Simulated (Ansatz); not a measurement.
Cost and result for the atomization energy of CH₄GaNOS (9 atoms, 9 bonds).

```xyz
9

N    -0.0299    0.7988    0.2076
C    -0.6626   -0.1561    1.1754
O    -1.3312    0.2514    2.0742
S    -0.2600   -1.7714    0.7076
Ga    0.5532   -0.6673   -1.1827
H     0.7726    1.2267    0.6649
H    -0.6879    1.5474    0.0021
H    -0.4662   -0.6219   -2.3649
H     2.1120   -0.6076   -1.2841
```

The species carries charge 0 and has multiplicity 1. Correlated methods include outer-core shells of Ga, which these sets cover unevenly. Scalar relativity is left out up to krypton. The bonds changed during the relaxation, so this is another structure than the one it started from. The geometry is a stationary point of PBE0-D4/def2-TZVP. It is one conformer, not always the lowest. Program: Ansatz. All runs use 4 threads of an INTEL XEON PLATINUM 8581C on a shared host. Times are those of one run each, without the atoms' runs, and a repeat can differ threefold. Electronic energies, without spin–orbit coupling; frozen cores. CCSD(T)/CBS adds CCSD(T) − MP2 in def2-TZVPP to the MP2 limit, and its time is that of the two runs behind it. T1 = 0.016. With those shells the extrapolation isn't a true limit. B3LYP takes the VWN-RPA correlation (the form of Gaussian; ORCA's B3LYP/G). HSE06 is the plane-wave form, built on full-range PBE exchange.

CCSD(T)/CBS is a level of theory with its own doubt, some kJ/mol a heavy atom from the limit and from the frozen cores, so smaller differences don't rank the functionals.

| level | functions | wall time | atomization (kcal/mol) | difference from CCSD(T)/CBS | per bond |
| --- | --- | --- | --- | --- | --- |
| PBE-D4/def2-TZVPP (with forces) | 239 | 1.4 s | 772.3 | 27.0 | 3.0 |
| PBE0-D4/def2-TZVPP | 239 | 1.9 s | 747.7 | 2.4 | 0.3 |
| HSE06-D4/def2-TZVPP | 239 | 2 s | 748.4 | 3.1 | 0.3 |
| r2SCAN-D4/def2-TZVPP (with forces) | 239 | 2.4 s | 751.2 | 5.9 | 0.7 |
| B3LYP-D4/def2-TZVPP (with forces) | 239 | 2.9 s | 741.5 | -3.8 | -0.4 |
| r2SCANh-D4/def2-TZVPP | 239 | 2.9 s | 742.4 | -2.9 | -0.3 |
| B2PLYP/def2-TZVPP | 239 | 3.4 s | 734.1 | -11.2 | -1.2 |
| PBE-QIDH/def2-TZVPP | 239 | 3.5 s | 739.3 | -6.0 | -0.7 |
| ωB97X-V/def2-TZVPP | 239 | 4.2 s | 750.3 | 5.0 | 0.6 |
| CCSD(T)/def2-SVP | 112 | 7 s | 695.9 | -49.4 | -5.5 |
| MP2/def2-QZVPP | 450 | 15 s | 756.1 | 10.8 | 1.2 |
| CCSD(T)/def2-TZVPP | 239 | 76 s | 723.2 | -22.1 | -2.5 |
| CCSD(T)/CBS(def2) | – | 91 s | 745.3 | 0.0 | 0.0 |

From PBE to PBE0 (25 % exact exchange), in def2-TZVPP and without D4, the atomization energy moves by −23.6 kcal/mol: exact exchange takes away binding that semilocal exchange gives to molecules. At CCSD(T), def2-SVP lies −49.4 kcal/mol from the extrapolated value and def2-TZVPP −22.1 kcal/mol: correlation converges slowly with the basis, and small sets miss more of it in the bonded molecule than in its fragments. Leaving LDA and LC-ωPBE aside and taking each functional with its dispersion term where it has one, the values, not all of them listed here, spread over 64.6 kcal/mol, from BHLYP-D4 to PBE-D4. LDA lies +118.0 kcal/mol from PBE without D4, its usual overbinding.
